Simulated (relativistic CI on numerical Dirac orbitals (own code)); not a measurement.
Ru⁴⁺: M2,3 absorption edge

Computed with this model: Dirac-Coulomb-Breit CI, orbitals from a KLI potential per configuration, QED by a radiative potential, valence Slater integrals scaled by 0.8, multiplet model of core-to-valence dipole absorption; configurations [Kr] 4d4 → [Ne] 3s2 3p5 3d10 4s2 4p6 4d5; 300 K; Lorentzian 1.2 eV and Gaussian 0.4 eV FWHM. Energies are those of the free ion, without screening or charge transfer. The branching ratio is the share of the lower-energy edge in the whole absorption, uncertain by about 0.02 where the edges overlap. S is read from ⟨S²⟩ = S(S + 1).

Field parameters in Wybourne normalisation: D3d B²₀ = −7Dσ, B⁴₀ = −14Dq − 21Dτ, B⁴₃ = −14√(10/7) Dq. The field is a parameter set, without covalency.

free ion: ground-state S = 1.97, centroid 472.82 eV, branching ratio 0.842. Peaks (eV, height): 467.2 (42), 469.2 (100), 492.5 (20).

D3d, 10Dq = 24500, Dσ = -1200, Dτ = -90 cm⁻¹: ground-state S = 1.05, centroid 473.77 eV, branching ratio 0.807. Peaks (eV, height): 469.2 (100), 491.8 (25).

The statistical ratio of this edge is 2/3 = 0.667. Values above it arise where the holes sit mainly in the j = l + 1/2 valence subshell or the ground state has high spin; values below it where core-valence Coulomb terms move weight to the upper edge, as in nearly empty shells.

Strongest unbroadened transitions for D3d, 10Dq = 24500, Dσ = -1200, Dτ = -90 cm⁻¹:

```csv
Energy (eV),Relative strength
467.54,27.5
467.57,100.0
467.83,69.0
468.83,25.9
468.97,15.3
469.09,35.3
469.14,20.9
469.29,37.2
469.33,20.2
469.34,52.9
469.60,47.2
469.64,17.2
469.76,17.8
470.32,36.1
470.44,27.9
490.93,37.7
491.59,18.7
492.08,21.7
```
